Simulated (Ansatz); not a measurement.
Molecule: dibromosilane, sum formula SiH$_{2}$Br$_{2}$, net charge 0, singlet state. 
Geometry from a B3LYP-D3(BJ)/def2-TZVP (Ansatz, a quantum-chemistry and plane-wave program) optimisation:
SMILES: Br[SiH2]Br
```xyz
5

Si     0.0001    -1.0070     0.0278
Br    -1.8283     0.2549     0.0509
Br     1.8283     0.2520    -0.0649
H      0.0389    -1.7887     1.2729
H     -0.0386    -1.8561    -1.1724
```

Parts of the frozen-core correlation energy in STO-3G (Ansatz, hartree). Frozen orbitals: 33; correlated occupied orbitals by spin: 10 and 10; virtual: 4 and 4. No spin-orbit coupling. No relativistic terms.

```json
[
 {"term": "reference (HF)", "value": "-5376.19217"},
 {"term": "MP2 opposite-spin", "value": "___"},
 {"term": "MP2 same-spin", "value": "___"},
 {"term": "CCSD correlation", "value": "___"},
 {"term": "(T)", "value": "-0.00088"},
 {"term": "FCI minus CCSD(T)", "value": "-0.00029"},
 {"term": "T1 diagnostic", "value": "0.005"},
 {"term": "largest doubles amplitude", "value": "0.058"}
]
```

Task: Some entries are withheld; supply them.

Result: 
- MP2 opposite-spin, value: -0.04376
- MP2 same-spin, value: -0.00364
- CCSD correlation, value: -0.06557
